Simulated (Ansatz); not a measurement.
(HZn-mu-Cl)2 (Zn2H2Cl2), relaxed as a singlet with RKS PBE-D4/def2-SVP in Ansatz, starting from the GFN2-xTB geometry. Force threshold 0.02 eV/Å.

Start:

```xyz
6

Cl   -1.496   -0.206    0.370
Cl    1.500    0.204   -0.366
Zn   -0.093    1.592    0.500
Zn    0.097   -1.593   -0.496
H    -0.184    2.999    0.931
H     0.176   -2.996   -0.940
```

Q: Estimate the energy that the relaxation releases and the steps that it takes.

A: 0.18 eV, in 4 steps; 8 s on 2 threads of Intel Xeon Platinum 8488C on a shared host. No frequencies were taken in this run, so the end may be a saddle point.

Q: Does the start keep its bonding and symmetry?

A: By distances, no bond broke or formed. The bond that changes most is Zn4–H6, from 1.47 to 1.54 Å (atoms count from 1). Point group D2h at the start, D2h at the end, both within 0.05 Å.

Q: Predict the relaxed structure.

A: 
Cartesian coordinates in Å:
```
Cl -1.6218 -0.2225 0.4003
Cl 1.6228 0.2214 -0.3965
Zn -0.0933 1.5531 0.4850
Zn 0.0934 -1.5531 -0.4847
H -0.1824 3.0217 0.9411
H 0.1812 -3.0204 -0.9452
```
Bond lengths (bridged metal pairs left out): 4 × Cl–Zn 2.34 Å; 2 × H–Zn 1.54 Å.
